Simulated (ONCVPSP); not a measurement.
# niobium: variants of one ONCV potential

Base potential:

```
Element                 : niobium
Generator               : ONCVPSP 4.0.1
Type                    : optimised norm-conserving Vanderbilt (ONCV)
Functional              : PBE
Relativity              : scalar-relativistic
Frozen core             : [Ar] 3d10
Valence charge          : 13
Reference configuration : 4s2 4p6 4d4 5s0.5 5p0.5
Partial waves           : 4s+5s: rc 1.95 bohr, ncon 5, nbas 8, qcut 6.9 1/bohr, 2 projectors; 4p+5p: rc 2.00 bohr, ncon 3, nbas 7, qcut 6.4 1/bohr, 2 projectors; 4d: rc 1.65 bohr, ncon 4, nbas 8, qcut 5.6 1/bohr, local
Local potential         : the d channel
Core correction         : Teter function, fcfact 5, rcfact 1.1
```

All-electron outer shells of the reference configuration (PBE, scalar-relativistic, ld1.x):

```
shell  level (eV)  outermost node (bohr)  outermost maximum (bohr)
   3p     -347.46                   0.17                      0.39
   3d     -196.91                      –                      0.33
   4s      -59.03                   0.53                      1.04
   4p      -35.17                   0.54                      1.12
   5s       -4.41                   1.40                      3.04
   4d       -3.63                   0.55                      1.49
   5p       -1.45                   1.62                      4.21
```

Cutoffs, loose and tight: the cutoffs (Ha) at which the residual kinetic energy of the hardest occupied pseudo-wave falls to 1 and 0.1 mHa per electron. They do not see the model core or the augmentation charge, which bear on the density cutoff. Test errors are all-electron minus pseudo excitation energies from the reference, over the configurations 4s2 4p6 4d4 5s1 5p0; 4s2 4p6 4d4 5s0 5p0; 4s2 4p6 4d3 5s0 5p0; 4s2 4p6 4d5 5s0 5p0. A dash means not determined; rows that change the core or the reference have their own tests.

A true bound ghost makes a file unfit for plane-wave use even where its test errors are small: the radial tests pick states by their node count and pass the ghost by.

| change | outcome | cutoff, loose | cutoff, tight | bound ghosts | GHOST(+) flags above zero | largest test error (meV) |
| --- | --- | --- | --- | --- | --- | --- |
| base | generated | 18 Ha | 64 Ha | none | s | -2.9 |
| all radii but the core radius scaled by about 0.88 (s 1.70, p 1.76, d 1.44 bohr) | generated | 20 Ha | 91 Ha | s | none | -1.6 |
| all radii but the core radius scaled by about 1.16 (s 2.26, p 2.32, d 1.90 bohr) | generated | 15 Ha | 34 Ha | none | s, p | -3.6 |
| all radii but the core radius scaled by about 1.21 (s 2.36, p 2.42, d 2.00 bohr) | generated | 14 Ha | 22 Ha | none | s, p | -3.8 |
| all radii but the core radius scaled by about 1.30 (s 2.54, p 2.60, d 2.16 bohr) | generated | 13 Ha | 16 Ha | none | s, p | -6.1 |

Question: What comes out with this change to the base: all radii but the core radius scaled by about 0.95 (s 1.84, p 1.90, d 1.56 bohr)?

Answer: outcome: generated; cutoff, loose: 19 Ha; cutoff, tight: 75 Ha; bound ghosts: none; GHOST(+) flags above zero: s; largest test error (meV): -2.7.

Question: What comes out with this change to the base: all radii but the core radius scaled by about 0.79 (s 1.54, p 1.58, d 1.30 bohr)?

Answer: outcome: generated; cutoff, loose: 23 Ha; cutoff, tight: 119 Ha; bound ghosts: none; GHOST(+) flags above zero: none; largest test error (meV): -2.4.

Reading the sweep of the scale of all radii but the core radius (base = 1) (base included, trends over the rows without a ghost): The loose cutoff falls from 23 Ha at 0.79 to 13 Ha at 1.3. A larger radius leaves more room for a smooth pseudo-wave, so fewer plane waves are needed; a smaller one forces it to follow the all-electron wave where it bends sharply. The median size of the test errors (rows with all tests solved) rises from 1.0 meV at 0.79 to 2.9 meV at 1.3, with one reversal. More of the atom is replaced by a form fitted at one configuration, so other configurations suffer as the radius grows. Bound ghosts are found at 0.88.
